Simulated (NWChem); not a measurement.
System: SiAsH$_{4}$, doublet; SMILES [SiH2][AsH2]

Program: NWChem. Pople sets run with spherical d functions. Spin-unrestricted. The geometry was optimised at PBE0/def2-SVP, spin-unrestricted. No stability test was run on the SCF state. Total energies compare along this basis series because the functional is fixed.

```tsv
level	basis functions	energy (Ha)	highest occupied level (eV)	lowest empty minus highest occupied level, either spin (eV)	dipole (D)	<S²>
PBE0/3-21G	43	-2514.9891	-6.36	3.59	0.75	0.753
PBE0/6-31G*	58	-2527.0107	-6.22	3.66	0.62	0.753
PBE0/6-311G**	94	-2527.2913	-6.28	3.61	0.45	0.753
```
